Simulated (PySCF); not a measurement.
C4H7FSi. Atoms are numbered in the order given.

```xyz
13

F      0.8673    -1.3656    -0.5689
C      0.0810    -0.3185    -0.1138
Si     1.2533     1.0543     0.5113
C     -1.0478    -0.6941     0.8083
C     -1.9855    -0.1729     0.0004
C     -1.0228     0.1484    -1.1142
H      0.4425     2.2483     0.8982
H      2.2071     1.4255    -0.5757
H      2.0178     0.5601     1.6946
H     -1.0592    -1.1514     1.8006
H     -3.0567     0.0135     0.1165
H     -1.0716    -0.5329    -1.9773
H     -0.9811     1.1897    -1.4790
```

The structure is a stationary point at PBE0-D3(BJ)/def2-SVP. The structure was generated by enumeration; whether it is a known compound was not checked.

Level of theory: TDA-PBE/def2-SVPD (PySCF 2.14.0).

Vertical excitations. The molecule is in vacuum.

```tsv
state	energy (eV)	λ (nm)	f	main pairs
S1	5.50	225	0.043	HOMO−1→LUMO 54 %, HOMO→LUMO 44 %
S2	6.22	199	0.014	HOMO−2→LUMO 65 %, HOMO−1→LUMO 15 %
S3	6.35	195	0.019	HOMO→LUMO+1 69 %, HOMO−2→LUMO 21 %
S4	6.60	188	0.068	HOMO→LUMO 22 %, HOMO→LUMO+1 18 %, HOMO−1→LUMO 16 %, HOMO−2→LUMO 12 %
S5	6.83	182	0.008	HOMO→LUMO+2 72 %, HOMO−1→LUMO+1 23 %
S6	6.89	180	0.001	HOMO−3→LUMO 75 %, HOMO→LUMO+3 21 %
S7	6.92	179	0.009	HOMO−1→LUMO+1 56 %, HOMO→LUMO+2 18 %, HOMO→LUMO+3 12 %, HOMO−3→LUMO 10 %
S8	7.01	177	0.056	HOMO→LUMO+3 57 %, HOMO−1→LUMO+1 12 %, HOMO−3→LUMO 10 %
S9	7.05	176	0.005	HOMO−4→LUMO 54 %, HOMO→LUMO+4 39 %
S10	7.12	174	0.011	HOMO→LUMO+4 50 %, HOMO→LUMO+5 24 %, HOMO−4→LUMO 22 %
T1	4.17	297	0	HOMO→LUMO 86 %
T2	5.24	237	0	HOMO−1→LUMO 87 %
T3	6.05	205	0	HOMO−2→LUMO 97 %
T4	6.19	200	0	HOMO→LUMO+1 95 %
```
Triplets are in the Tamm–Dancoff approximation.
